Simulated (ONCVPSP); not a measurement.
## Al: excitation energies, all-electron against ONCV

ONCVPSP 4.0.1 input, shortened (lines: element, Z, core and valence counts, functional; n l f; lmax; l rc ep ncon nbas qcut; lloc lpopt rc5 dvloc0; l nproj debl; icmod fcfact rcfact), PBE, scalar-relativistic:

```
  Al 13.00    3    1        4      upf
    1    0    2.00
    2    0    2.00
    2    1    6.00
    3    0    2.00
    1
    0    2.00    0.00    4    7    3.00
    1    2.00    0.26    4    7    3.30
    0    5    2.00    0.00
    0    0    3.30
    1    2    0.50
    3    3.75    1.50
```

In the p channel the program set the typed energies aside and used 0.050, 0.550 Ha.

Energies are relative to the spin-unpolarised reference configuration 3s2; without spin polarisation the order of configurations can differ from experiment.

| valence configuration | charge | ΔE all-electron (eV) | error AE − PS (meV) |
| --- | --- | --- | --- |
| 3s1 | +2 | 19.225 | -18 |
| 3s1 3p2 | 0 | -0.622 | -3.6 |

(1) What are ΔE and the potential's error for 3s2 3p0.5?

(2) What are ΔE and the potential's error for 3s2 3p1?

Levels in the configuration 3s2 3p1:

```
level  all-electron (eV)  pseudo (eV)
   3s             -7.753       -7.754
   3p             -2.712       -2.713
```

Results:

(1) ΔE = -3.676 eV all-electron; the error (AE − PS) is +0.4 meV.

(2) ΔE = -5.761 eV all-electron; the error (AE − PS) is +0.9 meV.
